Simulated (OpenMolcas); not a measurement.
# Ionisation energies of osmium

```json
{"Program": "OpenMolcas 26.06", "Basis": "ANO-RCC-VDZP [7s6p4d2f1g]", "Scalar Hamiltonian": "DKH2, point nucleus", "Spin-orbit coupling": "RASSI with atomic mean-field integrals over the reference wave functions, term energies averaged over their components"}
```

Active shells in each charge state: the valence d shell, with orbitals averaged over the low states. Where CASPT2's correlated closed shells are named, they are those of the first ion.

A. CASSCF
B. SS-CASPT2, IPEA 0.25 Eh, imaginary shift 0.1 Eh (closed shells correlated: 5s 5p)
C. SS-CASPT2, IPEA 0.25 Eh, imaginary shift 0.1 Eh (closed shells correlated: 4f 5s 5p)
D. SS-CASPT2, IPEA 0 Eh, imaginary shift 0.1 Eh (closed shells correlated: 5s 5p)
E. SS-CASPT2, IPEA 0.25 Eh, imaginary shift 0.1 Eh (closed shells correlated: none)

Energies in eV between the lowest computed levels, named as in B; reference values from the NIST Atomic Spectra Database with their kind.

| From | To | A | B | C | D | E | Spin-orbit share in B | Reference |
| --- | --- | --- | --- | --- | --- | --- | --- | --- |
| Os2+ 5d⁶ ⁵D₄ | Os3+ 5d⁵ ⁶S_5/2 | 25.606 | 26.548 | 26.723 | 26.544 | 26.406 | +0.455 | 25.000 (theoretical) |
| Os3+ 5d⁵ ⁶S_5/2 | Os4+ 5d⁴ ⁵D₀ | 41.104 | 41.614 | 41.895 | 41.669 | 41.514 | -0.876 | 41.000 (theoretical) |
| Os4+ 5d⁴ ⁵D₀ | Os5+ 5d³ ⁴F_3/2 | 54.496 | 54.951 | 55.264 | 54.986 | 54.813 | -0.393 | 55.000 (theoretical) |
| Os5+ 5d³ ⁴F_3/2 | Os6+ 5d² ³F₂ | 69.223 | 69.571 | 69.905 | 69.613 | 69.392 | -0.474 | 70.100 (theoretical) |
| Os6+ 5d² ³F₂ | Os7+ 5d ²D_3/2 | 85.840 | 86.224 | 86.573 | 86.273 | 85.924 | +0.682 | 85.100 (theoretical) |
| Os7+ 5d ²D_3/2 | Os8+ 5p⁶ ¹S₀ | 101.213 | 101.596 | 101.929 | 101.634 | 101.213 | +1.060 | 102.020 (semi-empirical) |

The lowest level within the active space need not be the ion's true ground level.
